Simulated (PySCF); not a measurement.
Isomers of C7H5FN2, mass 136.044 u with the commonest isotopes. Level of theory: PBE0/pcSseg-1 in PySCF (dipole) on a GFN2-xTB geometry, gas phase. One conformer each, none proved a minimum here; rigid rotors.

Question: Order these by dipole moment, smallest first.
A. `FC1=CN2C=CC=CC2=N1`
B. `[N:1]#[C:2][C:3]([C:4]#[N:5])=[CH:6][CH2:7]/[CH:8]=[CH:9]/[F:10]` with C3–C6–C7–C8 111°, C6–C7–C8–C9 -112°
C. `Fc1cccc2[nH]ncc12`

Answer: C (2.82 D), A (4.54 D), B (4.67 D).

Question: Order these by rotational constant C, largest first.
A. `n1[nH]c2cccc(F)c2c1`
B. `[N:1]#[C:2][C:3]([C:4]#[N:5])=[CH:6][CH2:7]/[CH:8]=[CH:9]/[F:10]` with C3–C6–C7–C8 111°, C6–C7–C8–C9 -112°
C. `FC1=CN2C=CC=CC2=N1`

Answer: A (890.5 MHz), C (818.3 MHz), B (570.3 MHz).

Question: Order these by radius of gyration √(Σ m r²/M), largest first.
A. `Fc1cccc2[nH]ncc12`
B. `c1c2n(ccc1)cc(F)n2`
C. `[N:1]#[C:2][C:3]([C:4]#[N:5])=[CH:6][CH2:7]/[CH:8]=[CH:9]/[F:10]` with C3–C6–C7–C8 111°, C6–C7–C8–C9 -112°

Answer: C (2.655 Å), B (2.131 Å), A (2.042 Å).

```json
{"SMILES": "N#CC(C#N)=CC/C=C/F", "point group": "C1", "Ia (u·Å²)": "228.52", "Ib (u·Å²)": "802.51", "Ic (u·Å²)": "886.24", "κ": "-0.93", "μa (D)": "3.16", "μb (D)": "1.63", "μc (D)": "3.03"}
{"SMILES": "Fc1cn2ccccc2n1", "point group": "Cs", "Ia (u·Å²)": "124.75", "Ib (u·Å²)": "492.85", "Ic (u·Å²)": "617.60", "κ": "-0.87", "μa (D)": "3.61", "μb (D)": "2.76", "μc (D)": "0.00"}
{"SMILES": "Fc1cccc2[nH]ncc12", "point group": "Cs", "Ia (u·Å²)": "224.27", "Ib (u·Å²)": "343.22", "Ic (u·Å²)": "567.49", "κ": "-0.15", "μa (D)": "0.17", "μb (D)": "2.82", "μc (D)": "0.00"}
```
